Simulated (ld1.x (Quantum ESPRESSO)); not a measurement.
# gold (Au): one change to an ultrasoft potential, before and after

```json
{
  "Element": "gold",
  "Generator": "ld1.x (Quantum ESPRESSO) 7.5",
  "Type": "ultrasoft",
  "Functional": "LDA (PZ)",
  "Relativity": "fully relativistic",
  "Frozen core": "[Xe] 4f14",
  "Valence charge": "11",
  "Reference configuration": "5d9 6s0 6p0 (charge +2)",
  "Partial waves": "6s (bound, empty): rcut 1.70, rcutus 1.80 bohr; 6s channel at -0.35 Ry: rcut 1.70, rcutus 1.80 bohr; 6p (bound, empty): rcut 2.45, rcutus 2.80 bohr; 6p channel at -0.8 Ry: rcut 2.45, rcutus 2.80 bohr; 5d (bound): rcut 1.90, rcutus 2.15 bohr; 5d channel at -0.75 Ry: rcut 1.90, rcutus 2.15 bohr",
  "Local potential": "all-electron potential smoothed inside 2.55 bohr (lloc = -1)",
  "Core correction": "Bessel-smoothed model core inside 1.65 bohr",
  "Augmentation charge": "PSQ, inside the norm-conserving radii"
}
```

Open shells are filled in proportion to 2j + 1 (rel_dist='average').

Change: core correction Bessel-smoothed model core inside 1.40 bohr.

Cutoffs: the cutoffs (Ry, on a coarse ladder) from which the occupation-weighted sum of valence levels, in a spherical-Bessel basis at the reference potential, stays within 10 and 1 mRy of its value at 400 Ry; they do not see the model core or the augmentation charge, which bear on the density cutoff. Errors are all-electron minus pseudo energies relative to the spin-unpolarised reference configuration.

**Question.** How do hardness, ghosts and transferability respond?

**Answer.** The potential gets neither clearly harder nor softer (25 Ry and 40 Ry → 25 Ry and 40 Ry); both files keep a bound ghost (s); the errors of the 6 common tests hardly move. A model core, the more so a compact one, raises the density cutoff, which this test does not measure.

| quantity | base | changed |
| --- | --- | --- |
| cutoff, loose | 25 Ry | 25 Ry |
| cutoff, tight | 40 Ry | 40 Ry |
| bound ghosts | s | s |
| tests counted (converged, no solver errors) | 6 of 7 | 6 of 7 |
| error for 5d10 6s1 6p0, meV [ΔE -31.31 eV] | +55 | +48 |
| error for 5d10 6s0 6p0, meV [ΔE -21.52 eV] | -279 | -283 |
| error for 5d9 6s1 6p0, meV [ΔE -18.91 eV] | +424 | +414 |
| error for 5d7 6s0 6p0, meV [ΔE 82.15 eV] | -1931 | -1953 |
| error for 5d9 6s1 6p1, meV [ΔE -23.84 eV] | +406 | +396 |
| error for 5d10 6s0 6p1, meV [ΔE -25.97 eV] | -230 | -234 |
| s: phases at 3.04 bohr within 0.05 rad from the reference energy up to (Ry; the scan ends near 5) | 1.7 | 1.7 |
| p1/2: phases at 3.04 bohr within 0.05 rad from the reference energy up to (Ry; the scan ends near 5) | 2.0 | 2.0 |
| p3/2: phases at 3.04 bohr within 0.05 rad from the reference energy up to (Ry; the scan ends near 5) | 2.0 | 2.0 |
| d3/2: phases at 3.04 bohr within 0.05 rad from the reference energy up to (Ry; the scan ends near 5) | to the end of the scan | to the end of the scan |
| d5/2: phases at 3.04 bohr within 0.05 rad from the reference energy up to (Ry; the scan ends near 5) | to the end of the scan | to the end of the scan |
| lowest overlap eigenvalue by channel | s 0.01, p1/2 0.53, p3/2 0.52, d3/2 0.26, d5/2 0.40 | s 0.01, p1/2 0.53, p3/2 0.52, d3/2 0.26, d5/2 0.40 |

Base: Tests not counted: 5d8 6s0 6p0 (solver errors, printed error -526 eV). Changed file: Tests not counted: 5d8 6s0 6p0 (solver errors, printed error -528 eV). A true bound ghost makes a file unfit for plane-wave use even where its test errors are small: the radial tests pick states by their node count and pass the ghost by. Where a test does run into it, the solver fails or the error is huge.
